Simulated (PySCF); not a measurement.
## Splitting trees

Cartesian coordinates in Å; atom numbers follow the order of the lines, from 1:
```xyz
14

C    -2.6492    0.7085   -0.0881
C    -1.7303    0.5189    0.8379
C    -0.8769   -0.7205    0.9204
F    -1.3909   -1.7340    0.1589
F    -0.8952   -1.2081    2.2061
C     0.4943   -0.4343    0.5173
C     1.6309   -0.2365    0.1896
C     2.9914    0.0228   -0.2070
H    -2.8518   -0.0342   -0.8420
H    -3.2344    1.6107   -0.1226
H    -1.5096    1.2411    1.6101
H     3.0066    0.6813   -1.0744
H     3.4851   -0.9145   -0.4601
H     3.5294    0.4984    0.6118
```

[PySCF 2.14: geometry from GFN2-xTB; shieldings: GIAO PBE0/pcSseg-1; spin–spin couplings from B3LYP/pcJ-1 (spin–dipole term only in couplings to heteroatoms); gas phase; no relativistic terms; a single conformation; equivalent nuclei averaged]

Scale: TMS for 1H and 13C (reference shieldings calculated alike).

Spectrometer: 800 MHz for 1H. First-order analysis; couplings under 1 Hz (under 4 Hz in carbon signals) are ignored, and nearly equal couplings are merged; the smaller ones broaden or split the lines further.

(1) What pattern does H10 show (1H)?

(2) What pattern does C2 show in the proton-coupled 13C spectrum?

(3) What pattern does C8 show in the proton-coupled 13C spectrum?

(4) What pattern does H11 show (1H)?

## Answers

(1) A doublet at δ 5.66: 12.3 Hz to H11 (1 × 1H, 3 bonds away). Lines in Hz from the centre (relative intensity): +6.2 (1), -6.2 (1). The outer lines are 12.3 Hz apart, the sum of the couplings kept, or 0.015 ppm at this field.

(2) A doublet of triplets at δ 143.6: 172.4 Hz to H11 (1 × 1H, 1 bond away), 27.0 Hz to F4/F5 (2 × 19F, 2 bonds away). Lines in Hz from the centre (relative intensity): +113.2 (1), +86.2 (2), +59.2 (1), -59.2 (1), -86.2 (2), -113.2 (1). The outer lines are 226.4 Hz apart, the sum of the couplings kept, or 1.125 ppm at this field.

(3) A quartet at δ 4.4: 138.0 Hz to H12/H13/H14 (3 × 1H, 1 bond away). Lines in Hz from the centre (relative intensity): +207.0 (1), +69.0 (3), -69.0 (3), -207.0 (1). The outer lines are 414.0 Hz apart, the sum of the couplings kept, or 2.058 ppm at this field.

(4) A doublet of doublets of triplets at δ 6.20: 18.4 Hz to H9 (1 × 1H, 3 bonds away), 12.3 Hz to H10 (1 × 1H, 3 bonds away), 8.6 Hz to F4/F5 (2 × 19F, 3 bonds away). Lines in Hz from the centre (relative intensity): +23.9 (1), +15.3 (2), +11.7 (1), +6.8 (1), +5.5 (1), +3.0 (2), -3.0 (2), -5.5 (1), -6.8 (1), -11.7 (1), -15.3 (2), -23.9 (1). The outer lines are 47.9 Hz apart, the sum of the couplings kept, or 0.060 ppm at this field.

Unscaled 3J(H,H) at this level run about 10 % above measured values.
